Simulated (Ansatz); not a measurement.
`C[O][Mo](=[O])([OH])=[S]` + HCl → `C[O][Mo](=[O])(=[S])[Cl]` + H₂O at 700 K and 1 bar (ligand exchange at a Mo–O bond).

Calculated with Ansatz (gas phase, PBE0-D4/def2-TZVP geometries, no zero-point term in ΔE). CBS: MP2 limit from def2 TZ/QZ plus the TZ coupled-cluster correction, frozen cores. This one scheme is used for every species. def2 core potentials past Kr. For Mo outer-core shells are correlated without core-valence functions, which leaves a few kJ/mol of doubt a bond. One conformer a species, not always the lowest.

```tsv
species	CCSD(T)/CBS energy (Eh)	H − E (kJ/mol)	S (J/(mol·K))
`C[O][Mo](=[O])([OH])=[S]`	-732.03018	244.2	521.3
HCl	-460.38127	38.4	211.8
`C[O][Mo](=[O])(=[S])[Cl]`	-1116.04987	207.6	514.6
H₂O	-76.37941	80.5	218.4
```

H − E and S are ideal-gas, rigid-rotor, harmonic terms from PBE0-D4/def2-TZVP, for one conformer and one mirror image of each species. 1 Eh = 2625.50 kJ/mol, R = 8.31446 J/(mol·K).

Question: By hand: ΔE, ΔH, ΔS and ΔG.

Answer: ΔE = (-1116.04987) + (-76.37941) − (-732.03018) − (-460.38127) = -0.01783 Eh = -46.8 kJ/mol. Δ(H − E) = 207.6 + 80.5 − 244.2 − 38.4 = 5.5, so ΔH = -41.3 kJ/mol. ΔS = 514.6 + 218.4 − 521.3 − 211.8 = -0.1 J/(mol·K). ΔG = -41.3 − 700 × (-0.1)/1000 = -41.2 kJ/mol.

Question: By hand: the equilibrium constant, and the temperature at which ΔG would vanish if ΔH and ΔS stayed fixed.

Answer: log₁₀ K = −ΔG/(RT ln 10) = 3.1. ΔG = 0 at ΔH/ΔS = 413000 K, far beyond where these terms or the molecules hold.

The number of gas molecules stays the same, so ΔS is small and ΔH decides. A doubt of 5 kJ/mol in ΔE shifts log₁₀ K by 0.4 here. Other conformers and mirror images would add mixing entropy, several J/(mol·K) or more a flexible species. Modes under 60 cm⁻¹, often nearly free rotors, make the harmonic entropy too high. These are equilibria of isolated gas molecules and say nothing of rates. Largest T1 diagnostic: 0.024 (customary marks: 0.02 for closed shells, 0.045 for open ones).
